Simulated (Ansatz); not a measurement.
Consider the ligand exchange at a B–O bond: `[CH3][AlH][BH]O` + H₂S → `[CH3][AlH][BH]S` + H₂O.

Computed with Ansatz on PBE0-D4/def2-TZVP structures; ΔE is electronic, products minus reactants. CBS: MP2 limit from def2 TZ/QZ plus the TZ coupled-cluster correction, frozen cores. This one scheme is used for every species. DFT in def2-TZVPP. HSE06 is defined as in plane-wave codes. Each species was taken in one conformer, which may not be the lowest.

| level | ΔE (kcal/mol) | difference from CCSD(T)/CBS |
| --- | --- | --- |
| BLYP-D4 | 5.4 | 1.3 |
| r2SCAN-D4 | 3.6 | -0.5 |
| PBE0-D4 | 3.3 | -0.8 |
| HSE06-D4 | 3.3 | -0.8 |
| BHLYP-D4 | 5.9 | 1.8 |
| ωB97M-V | 5.9 | 1.8 |
| PBE-QIDH | 3.9 | -0.2 |
| r2SCAN | 3.8 | -0.3 |
| r2SCANh | 3.8 | -0.3 |
| HSE06 | 3.8 | -0.3 |
| RPA@PBE/def2-TZVPP | 6.7 | 2.6 |
| MP2/def2-SVP | 8.3 | 4.2 |
| CCSD(T)/def2-SVP | 8.7 | 4.6 |
| HF/def2-TZVPP | 8.3 | 4.2 |
| HF/def2-QZVPP | 8.5 | 4.4 |
| MP2/CBS(def2) | 3.0 | -1.1 |
| CCSD(T)/CBS | 4.1 | 0 |

Largest T1 diagnostic among the species: 0.014.

In def2-TZVPP, CCSD(T) changes the Hartree–Fock value by −3.1 kcal/mol (the triples alone add −0.7 kcal/mol) and MP2 by −4.2 kcal/mol. At CCSD(T), def2-SVP lies +4.6 kcal/mol from the extrapolated value and def2-TZVPP +1.1 kcal/mol.
